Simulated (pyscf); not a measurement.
`[CH2]=[CH][GaH][Cl]`, singlet

Gas-phase minimum from PySCF at ωB97X-D3(BJ)/def2-SVP, one conformer. 

SMILES: [CH]([GaH][Cl])=C
```xyz
8

C      0.8204    -1.0265    -0.0341
C     -0.4810    -0.7029    -0.0214
Ga    -1.0742     0.8794     0.9223
Cl    -3.1838     1.3186     0.8912
H      1.5764    -0.4176     0.4788
H      1.2008    -1.9145    -0.5559
H     -1.1899    -1.3504    -0.5522
H     -0.1731     1.8758     1.7091
```

Bond lengths (Å): C1–C2 1.341, C1–H5 1.098, C1–H6 1.098, C2–Ga3 1.936, C2–H7 1.097, Ga3–Cl4 2.155, Ga3–H8 1.557. Angles (°): C2–C1–H5 122.0, C2–C1–H6 122.4, H5–C1–H6 115.6, C1–C2–Ga3 120.0, C1–C2–H7 118.7, Ga3–C2–H7 121.4, C2–Ga3–Cl4 117.4, C2–Ga3–H8 126.3, Cl4–Ga3–H8 116.3.

Properties at ωB97X-D3(BJ)/def2-SVP:

```
Property                                                                                                                                                                                                              Result
---------------------------------------------------------------------------------------------------------------------  -----------------------------------------------------------------------------------------------------
Harmonic wavenumbers, unscaled                                                                                         71, 99, 274, 425, 429, 523, 589, 661, 1007, 1025, 1061, 1271, 1430, 1688, 2046, 3136, 3188, 3228 cm⁻¹
Zero-point energy                                                                                                                                                                                              31.7 kcal/mol
Rotational symmetry number                                                                                                                                                                                                 1
Entropy of this conformer at 298 K and 1 atm, rigid rotor and harmonic oscillator, modes under 100 cm⁻¹ raised to 100                                                                                        330.6 J/(mol K)
Dipole moment                                                                                                                                                                                                         2.64 D
```

Single-point totals, which compare only within one level (frozen core for MP2 and CC):

```tsv
level	total energy (hartree)
ωB97X-D3(BJ)/def2-TZVP	-2463.75195
PBE/def2-TZVP	-2463.14721
r²SCAN/def2-TZVP	-2463.64843
B3LYP-D3(BJ)/def2-TZVP	-2463.82079
PBE0-D3(BJ)/def2-TZVP	-2463.24014
M06-2X/def2-TZVP	-2463.68172
ωB97M-D3(BJ)/def2-TZVP	-2463.84040
HF/def2-TZVPP	-2460.88886
MP2/def2-TZVPP	-2461.62372
CCSD/def2-TZVPP	-2461.65688
CCSD(T)/def2-TZVPP	-2461.69114
```

Soft torsions are taken as harmonic, which can shift the entropy by several J/(mol K). The CCSD(T) − MP2 part came from Ansatz, without density fitting, on the same reference. The frozen core leaves the outer d or s,p core shells of the metals and heavy elements correlated in the MP2 and CC values, and def2-TZVPP describes them poorly, so these totals are far from the basis limit. Elements up to Kr have no core potential and no relativistic terms here.
